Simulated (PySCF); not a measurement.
Species: C6H7F2 (charge +1).
Numbering: `[F:1][CH:2]([F:3])[C:4]1=[CH:5][CH+:6][CH2:7][CH2:8]1` (hydrogens: H9 on C2; H10 on C5; H11 on C6; H12, H13 on C7; H14, H15 on C8)

A GFN2-xTB structure was refined with PBE0-D3(BJ)/def2-SVP geometry optimisation, gas phase in PySCF. Its GFN2-xTB values:

```
 coordinate  GFN2-xTB
      F1–C2   1.345 Å
      C2–C4   1.498 Å
      C2–H9   1.111 Å
      C4=C5   1.388 Å
      C4–C8   1.463 Å
      C5–C6   1.381 Å
     C5–H10   1.077 Å
      C6–C7   1.456 Å
     C6–H11   1.079 Å
      C7–C8   1.522 Å
     C7–H12   1.097 Å
     C8–H14   1.096 Å
   F1–C2–F3    108.4°
   F1–C2–C4    110.6°
   C2–C4–C5    125.6°
   C2–C4–C8    123.3°
   C4–C5–C6    108.7°
   C5–C4–C8    111.1°
   C5–C6–C7    111.3°
   C6–C7–C8    104.7°
F1–C2–C4–C5     -157°
C2–C4–C5–C6      179°
C2–C4–C8–C7      180°
```

Problem. How do these coordinates change at the PBE0-D3(BJ)/def2-SVP level?

Solution. 
| coordinate | PBE0-D3(BJ)/def2-SVP (Å or °) | change |
| --- | --- | --- |
| C6–H11 | 1.096 | +0.017 |
| C5–H10 | 1.091 | +0.014 |
| C7–H12 | 1.109 | +0.012 |
| C8–H14 | 1.107 | +0.011 |
| C6–C7 | 1.465 | +0.009 |
| C5–C6 | 1.389 | +0.008 |
| C2–C4 | 1.505 | +0.007 |
| F1–C2 | 1.338 | -0.007 |
| C4–C8 | 1.468 | +0.005 |
| C4=C5 | 1.392 | +0.004 |
| C7–C8 | 1.521 | -0.001 |
| C2–H9 | 1.111 | 0.000 |
| F1–C2–F3 | 110.3 | +1.9 |
| F1–C2–C4 | 109.3 | -1.3 |
| C4–C5–C6 | 107.5 | -1.2 |
| C5–C4–C8 | 112.0 | +0.9 |
| C2–C4–C5 | 124.8 | -0.8 |
| C5–C6–C7 | 112.1 | +0.8 |
| C6–C7–C8 | 104.4 | -0.3 |
| C2–C4–C8 | 123.2 | -0.1 |
| F1–C2–C4–C5 | -148 | +9 |
| C2–C4–C5–C6 | -179 | +2 |
| C2–C4–C8–C7 | 179 | -1 |

The energy falls by 1.2 kcal/mol over 6 energy and gradient evaluations, the largest force component goes from 0.0192 to 2.9e-04 Eh/bohr, and the atoms move by 0.097 Å rms after alignment. The bond that changes most is C6–H11 (ends: carbon bonded to 2 C and H; hydrogen on carbon), which lengthens by 0.017 Å. Bonds longer at the end by more than 0.005 Å: 10 of 15; shorter: 2. Among the dihedrals that turn most is F3–C2–C4–C8, from 142° to 154°. Rotational constants go from 4369, 1453, 1136 to 4323, 1465, 1138 MHz.

The run used 147 basis functions and 41 SCF cycles in all. Hardware: one thread, Arm Neoverse V1, no GPU, on a shared host. Cost: 54 s.

Whether it is a minimum is left open (no frequencies).

One conformer stands for the species.
